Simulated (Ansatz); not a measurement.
Program: Ansatz. Geometries: PBE0-D4/def2-TZVP. ΔE: electronic, gas phase. CCSD(T)/CBS is the MP2 limit (def2-TZVPP, def2-QZVPP) plus CCSD(T) − MP2 in def2-TZVPP, frozen cores. This one scheme is used for every species. DFT in def2-TZVPP. Each species was taken in one conformer, which may not be the lowest.

`O=CB(F)F` + H₂S → `FB(F)S` + `C=O`  (ligand exchange at a B–C bond)

(1) Is it downhill or uphill in electronic energy at CCSD(T)/CBS, and by how much? (An estimate is asked.)

(2) What do these levels give: CAM-B3LYP-D4, ωB97X-V, ωB97M-V, r2SCANh, BHLYP, CAM-B3LYP, RPA@PBE/def2-TZVPP, CCSD(T)/def2-TZVPP, MP2/def2-QZVPP, HF/CBS(def2), MP2/CBS(def2), CCSD/CBS(def2)? (Best estimate.)

(3) What do rigid-rotor, harmonic-oscillator terms from PBE0-D4/def2-TZVP frequencies (298.15 K, 1 bar) make of the CCSD(T)/CBS value? (Estimate.)

Largest T1 diagnostic among the species: 0.015.

Answers

(1) Ansatz gave: Downhill: ΔE = -75.4 kJ/mol.

(2) The calculation gave: CAM-B3LYP-D4 -74.1, ωB97X-V -75.9, ωB97M-V -75.6, r2SCANh -82.0, BHLYP -75.9, CAM-B3LYP -73.6, RPA@PBE/def2-TZVPP -70.8, CCSD(T)/def2-TZVPP -75.0, MP2/def2-QZVPP -80.3, HF/CBS(def2) -73.9, MP2/CBS(def2) -80.7, CCSD/CBS(def2) -74.2 kJ/mol.

(3) The calculation gave: ΔZPE = +7.5 kJ/mol, ΔH = -69.9 kJ/mol, ΔS = -6 J/(mol·K), ΔG = -67.9 kJ/mol.

Leaving LDA and LC-ωPBE aside and taking each functional with its dispersion term where it has one, the values, not all of them listed here, spread over 8.5 kJ/mol, from B97M-V to CAM-B3LYP-D4.
